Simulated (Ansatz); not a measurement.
Consider the formal exchange of groups at the Se–Ge bond: `[CH3][Ge]([CH3])([Cl])[SeH]` + `O[SiH](O)O` → `O[Si](O)(O)[SeH]` + `[CH3][GeH]([CH3])[Cl]`.

Program: Ansatz. Geometries: PBE0-D4/def2-TZVP. ΔE: electronic, gas phase. CBS: MP2 limit from def2 TZ/QZ plus the TZ coupled-cluster correction, frozen cores. DFT in def2-TZVPP. B3LYP here is the variant with VWN-RPA as its local correlation; programs differ in this. HSE06 is defined as in plane-wave codes. For Ge, Se outer-core shells are correlated without core-valence functions, which leaves a few kJ/mol of doubt a bond. Scalar relativity is left out up to krypton. One conformer a species, not always the lowest.

`[CH3][Ge]([CH3])([Cl])[SeH]`:

Cartesian coordinates in Å:
```
C 0.666 1.376 -0.669
Ge -0.397 0.001 0.195
C 0.598 -1.503 0.913
Cl -1.374 0.974 1.875
Se -2.027 -0.870 -1.263
H 1.185 0.954 -1.530
H 0.020 2.188 -1.002
H 1.394 1.771 0.041
H -0.082 -2.196 1.407
H 1.324 -1.140 1.641
H 1.121 -2.022 0.108
H -2.430 0.467 -1.717
```

`O[SiH](O)O`:

Cartesian coordinates in Å:
```
O -1.265 0.445 0.946
Si 0.004 -0.269 0.214
O 1.231 0.754 -0.165
O -0.485 -0.889 -1.215
H -1.829 1.006 0.410
H 0.459 -1.291 1.176
H 1.720 1.153 0.555
H 0.164 -0.908 -1.920
```

`O[Si](O)(O)[SeH]`:

Cartesian coordinates in Å:
```
O 1.254 -0.047 0.849
Si 0.008 0.109 -0.200
O 0.417 0.423 -1.744
O -0.856 1.378 0.350
Se -1.098 -1.862 -0.396
H 1.773 -0.850 0.780
H 0.474 1.348 -1.993
H -0.828 1.543 1.294
H -1.145 -2.044 1.061
```

`[CH3][GeH]([CH3])[Cl]`:

```xyz
11

C     0.662    1.382   -0.658
Ge    0.527   -0.451   -0.027
C    -1.276   -0.952    0.495
Cl    1.756   -0.588    1.760
H     0.285    2.064    0.105
H     0.073    1.508   -1.569
H     1.701    1.630   -0.871
H     1.139   -1.452   -1.023
H    -1.647   -0.261    1.253
H    -1.940   -0.919   -0.371
H    -1.281   -1.962    0.906
```

| level | ΔE (kcal/mol) | difference from CCSD(T)/CBS |
| --- | --- | --- |
| LDA (SPW92) | -0.5 | -1.8 |
| PBE-D4 | 0.8 | -0.5 |
| revPBE-D4 | 0.5 | -0.8 |
| BLYP-D4 | 2.0 | 0.7 |
| r2SCAN-D4 | 0.6 | -0.7 |
| PBE0-D4 | 0.7 | -0.6 |
| B3LYP-D4 | 1.7 | 0.4 |
| r2SCANh-D4 | 0.6 | -0.7 |
| r2SCAN0-D4 | 0.6 | -0.7 |
| HSE06-D4 | 0.8 | -0.5 |
| BHLYP-D4 | 1.8 | 0.5 |
| CAM-B3LYP-D4 | 1.0 | -0.3 |
| ωB97X-V | 0.7 | -0.6 |
| ωB97M-V | 0.7 | -0.6 |
| B2PLYP | 1.8 | 0.5 |
| PBE-QIDH | 1.1 | -0.2 |
| PBE | 0.7 | -0.6 |
| revPBE | 0.8 | -0.5 |
| BLYP | 1.9 | 0.6 |
| r2SCAN | 0.5 | -0.8 |
| PBE0 | 0.5 | -0.8 |
| r2SCANh | 0.5 | -0.8 |
| HSE06 | 0.6 | -0.7 |
| BHLYP | 1.4 | 0.1 |
| CAM-B3LYP | 0.8 | -0.5 |
| LC-ωPBE | -0.5 | -1.8 |
| HF/def2-SVP | 1.1 | -0.2 |
| MP2/def2-SVP | 2.1 | 0.8 |
| CCSD(T)/def2-SVP | 1.7 | 0.4 |
| HF/def2-TZVPP | 1.7 | 0.4 |
| MP2/def2-TZVPP | 2.6 | 1.3 |
| SCS-MP2/def2-TZVPP | 2.6 | 1.3 |
| CCSD/def2-TZVPP | 1.7 | 0.4 |
| CCSD(T)/def2-TZVPP | 1.9 | 0.6 |
| HF/def2-QZVPP | 1.6 | 0.3 |
| MP2/def2-QZVPP | 2.2 | 0.9 |
| SCS-MP2/def2-QZVPP | 2.2 | 0.9 |
| HF/CBS(def2) | 1.6 | 0.3 |
| MP2/CBS(def2) | 2.0 | 0.7 |
| CCSD/CBS(def2) | 1.2 | -0.1 |
| CCSD(T)/CBS | 1.3 | 0 |

Largest T1 diagnostic among the species: 0.011.

Leaving LDA and LC-ωPBE aside and taking each functional with its dispersion term where it has one, the values, not all of them listed here, spread over 2.8 kcal/mol, from B97M-V to BLYP-D4. LDA lies −1.1 kcal/mol from PBE without D4.
